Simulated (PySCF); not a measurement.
CH5NO2SW, SMILES [O]([W](=[NH])([SH])=[O])C, multiplicity 1.

Coordinates come from a B3LYP-D3(BJ)/def2-SVP optimisation. The spin state was assumed, not searched. The def2 effective core potentials stand for the cores of W; spin–orbit coupling is left out. One conformer was computed; it need not be the lowest.

Level of theory: B3LYP-D3(BJ)/def2-SVP run with PySCF.

Frequencies are harmonic and unscaled.

```tsv
mode	ν (cm⁻¹)	IR (km/mol)	moving atoms (share of kinetic energy)
1	53	2.8	H 34 %, C 31 %, S 20 %, O 10 %
2	78	0.3	H 86 %
3	101	2.5	C 30 %, H 22 %, N 22 %, O 11 %, S 8 %, W 8 %
4	162	3.7	N 33 %, O 23 %, S 21 %, H 13 %
5	174	0.4	O 55 %, S 18 %, N 10 %, W 9 %, H 8 %
6	238	2.5	O 72 %, H 9 %
7	266	3.5	H 40 %, O 35 %, C 10 %
8	279	14.6	O 48 %, H 26 %, N 18 %
9	316	22.1	H 52 %, N 21 %, O 19 %
10	382	27.9	S 70 %, W 20 %
11	541	144.4	H 72 %, N 21 %
12	580	63.7	O 46 %, C 27 %, H 12 %, W 12 %
13	665	16.4	H 93 %
14	700	89.7	H 78 %, N 18 %
15	972	119.7	N 56 %, O 27 %, W 11 %
16	1009	107.1	O 64 %, N 27 %
17	1150	261.7	O 41 %, C 33 %, H 26 %
18	1168	4.4	H 77 %, C 18 %
19	1184	133.7	H 52 %, O 24 %, C 23 %
20	1462	10.7	H 93 %
21	1465	4.0	H 93 %
22	1468	13.2	H 95 %
23	2642	0.8	H 97 %
24	3011	69.0	H 98 %
25	3102	19.1	H 90 %, C 10 %
26	3107	17.4	H 90 %, C 10 %
27	3595	146.4	H 93 %
```
